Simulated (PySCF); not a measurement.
**C5H4F4O2: full NMR table**

```
Formula                               : C5H4F4O2
SMILES                                : O=C1CO[C@@H]1[C@@H](F)C(F)(F)F
Point group of the computed structure : C1
Degrees of unsaturation               : 2
Carbon signals                        : 5
Proton signals                        : 4
```

Mapped SMILES: `[O:1]=[C:2]1[CH2:3][O:4][C@@H:5]1[C@@H:6]([F:7])[C:8]([F:9])([F:10])[F:11]`; H(Xn) means a hydrogen on atom n. Ha(C3) is cis to C6 on the ring; Hb(C3) is trans to C6 on the ring.

[PySCF 2.14: PBE0-D3(BJ)/def2-SVP structure; PBE0/pcSseg-1 with gauge-including orbitals; J: B3LYP/pcJ-1 (spin–dipole term only in couplings to heteroatoms); fast rotation and ring inversion assumed for equivalent nuclei; no solvent model; non-relativistic Hamiltonian; a single conformation]

Scale: ¹H and ¹³C against TMS; ¹⁹F vs CFCl3; H2O for ¹⁷O (reference shieldings calculated alike).

```tsv
carbon	δC, type	δH (multiplicity, J in Hz)	HMBC from (abs. J ≥ 3 Hz)	span of the C tensor (ppm)
C2	202.6, C	–	H(C5), Ha(C3), Hb(C3), H(C6)	193
C3	92.8, CH2	Ha(C3) 5.33 (m); Hb(C3) 5.23 (m)	–	97
C5	101.2, CH	5.34 (m)	Ha(C3), H(C6)	89
C6	88.8, CH	4.64 (m)	H(C5)	53
C8	127.5, C	–	H(C5), H(C6)	12
```

Other nuclei:
```tsv
atoms	nucleus	environment	δ (ppm)	σ (ppm)
F9/F10/F11	¹⁹F	fluorine of a CF3 group	-89.6	266.9
F7	¹⁹F	fluorine on an sp3 carbon	-227.4	404.6
O1	¹⁷O	ketone oxygen	668.8	-334.2
O4	¹⁷O	ether oxygen	16.1	318.5
```

Selected couplings (Hz, signed; the shortest-range and largest first, 30 at most; isotopes ¹³C, ¹⁹F, ¹H): ¹J(C8,F9) -349.6, ¹J(C6,F7) -249.6, ¹J(C6,H(C6)) 161.1, ¹J(C3,Ha(C3)) 160.0, ¹J(C5,H(C5)) 158.9, ¹J(C3,Hb(C3)) 157.6, ²J(F7,H(C6)) 48.8, ²J(C6,F9) 35.6, ²J(C5,F7) 26.7, ²J(F7,C8) 26.6, ²J(Ha(C3),Hb(C3)) -17.6, ³J(F7,F9) -18.5, ³J(F7,H(C5)) 12.8, ³J(F9,H(C6)) 6.7, ³J(H(C5),H(C6)) 3.5, ⁴J(Ha(C3),H(C5)) -6.5, ⁴J(Hb(C3),H(C5)) -2.6, ⁴J(F9,H(C5)) 1.2.

- Carbon types of the structure: 2 × C, 2 × CH, 1 × CH2, which accounts for all hydrogens.
- δC 202.6: ketone carbonyl carbon; the double bond to the heteroatom, with no lone-pair donor beside it, deshields it most.
- δC 127.5: CF3 carbon; 3 electronegative neighbours deshield it.
- δC 101.2: sp3 CH bonded to O, α to a carbonyl; the inductive effect lowers its shielding.
- δC 92.8: sp3 CH2 bonded to O, α to a carbonyl; pulled downfield by the heteroatom.
- δC 88.8: sp3 CH bonded to F; deshielded by the electronegative neighbour.

C–F couplings over four or more bonds (about 3 Hz to the para carbon of a fluoroarene) are left out. Common functionals overestimate the size of one-bond C–F couplings by tens of Hz; these are unscaled. Multiplet labels drop couplings under 1 Hz and merge nearly equal ones. Unscaled 3J(H,H) at this level run about 10 % above measured values. Shifts are as computed. Against solution values, carbons near 30 ppm lie about +2 ppm off and those near 130 ppm about +5 ppm. Of 1309 compounds with measured shifts, 239 miss one by over three times the rms of a fit or turn the order of signals round; such compounds aren't used in these exercises. Unscaled 19F shifts against computed CFCl3 carry errors that often reach 10 to 50 ppm. Unscaled 17O shifts of doubly bonded oxygen tend to come out too high, by tens of ppm or more. Experimental scales use liquid or dissolved standards, which lie at an offset from isolated H2O (liquid H2O: subtract about 36 ppm). Vicinal couplings across rotatable single bonds and in flexible rings belong to the one computed conformer; a conformer average would change them.
